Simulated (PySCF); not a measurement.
C3H5N3, SMILES N#C/N=C\CN.

Geometry: B3LYP-D3(BJ)/def2-SVP. The structure was generated by enumeration; whether it is a known compound was not checked. One conformer was computed; it need not be the lowest.

All values below come from HF/def2-TZVP (PySCF).

The molecule is in vacuum.

The total energy is -279.92064 hartree and the highest occupied level is -11.09 eV. The lowest empty level comes out as 1.78 eV and the orbital gap comes out as 12.87 eV. The dipole moment comes out as 5.73 D, the quadrupole, principal values (traceless, Buckingham form, about the centre of nuclear charge) comes out as -9.71, 0.38, 9.34 D·Å and the mean static polarisability comes out as 53.9 bohr³ (7.99 Å³). The polarisability, principal values comes out as 38.6, 44.8, 78.4 bohr³.
